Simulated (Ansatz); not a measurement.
This geometry of BH7N2OSSi (13 atoms, charge 0, multiplicity 1) is a first-order saddle point.

The calculation used RKS PBE0-D4/def2-SVP (Ansatz 0.2.0).

```xyz
13
Properties=species:S:1:pos:R:3
N 0.065 -1.681 -0.862
B 0.488 -0.812 0.178
N 0.526 -1.195 1.537
O 0.876 0.481 -0.173
Si 0.113 1.932 -0.292
S -2.012 1.733 -0.063
H 0.218 -1.431 -1.828
H -0.138 -2.660 -0.724
H 0.781 -0.540 2.261
H 0.269 -2.109 1.878
H 0.508 2.865 0.802
H 0.463 2.524 -1.614
H -2.137 0.857 -1.085
```

Q: Which two structures does it join? (They come from a converged band through this point; their orientation in space is the band's.)

A: No bond is made or broken. The height of N1 over the plane of its neighbours goes from 0.17 to 0.01 Å.

Image 0:

```xyz
13
Properties=species:S:1:pos:R:3
N -0.104 -1.159 -0.908
B 0.451 -0.732 0.342
N 0.624 -1.602 1.439
O 0.789 0.605 0.515
Si 0.109 1.910 -0.247
S -2.028 1.864 -0.115
H 0.122 -0.659 -1.758
H -0.310 -2.132 -1.087
H 0.896 -1.241 2.342
H 0.447 -2.594 1.420
H 0.552 3.159 0.425
H 0.542 1.915 -1.679
H -2.069 0.630 -0.674
```

Image 6:

```xyz
13
Properties=species:S:1:pos:R:3
N 0.371 -2.130 -0.683
B 0.418 -0.928 0.062
N 0.425 -0.901 1.480
O 0.455 0.261 -0.668
Si 0.032 1.816 -0.331
S -2.081 2.082 -0.087
H 0.355 -2.112 -1.692
H 0.378 -3.054 -0.279
H 0.520 -0.049 2.012
H 0.393 -1.731 2.052
H 0.590 2.283 0.974
H 0.541 2.645 -1.455
H -2.376 1.782 -1.371
```

Q: How far does it lie above each of them?

A: 1.6 kcal/mol above the first and 1.0 kcal/mol above the second. This is the barrier of this one path; another mechanism may lie lower.

Time of the run: 5.2 min on 2 threads of Intel(R) Xeon(R) Platinum 8488C (Sapphire Rapids), with other jobs on the host, peak memory 0.35 GiB.
